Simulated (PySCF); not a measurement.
GaCl2, SMILES [Cl][Ga][Cl], multiplicity 2. Atoms are numbered in the order given.

```xyz
3

Ga     0.0000     0.0000     0.5750
Cl     0.0000    -1.8585    -0.5242
Cl     0.0000     1.8585    -0.5242
```
Charge 0, spin multiplicity 2.

The structure is a stationary point at PBE0-D3(BJ)/def2-TZVP. The multiplicity is an assumed one; other spin states were not compared. The isomer is the one that the SMILES or the coordinates give; other isomers of the formula were not compared.

Computed with PBE0-D3(BJ)/def2-TZVP (PySCF 2.14.0).

Frequencies are harmonic and unscaled.

Task: List the normal modes with their intensities. (Estimate from the structure and the level; the computed values follow.)

Result: 
| mode | ν (cm⁻¹) | IR (km/mol) | moving atoms (share of kinetic energy) |
|---|---|---|---|
| 1 | 115 | 4.8 | Cl 72 %, Ga 28 % |
| 2 | 372 | 23.3 | Cl 77 %, Ga 23 % |
| 3 | 420 | 102.6 | Cl 57 %, Ga 43 % |
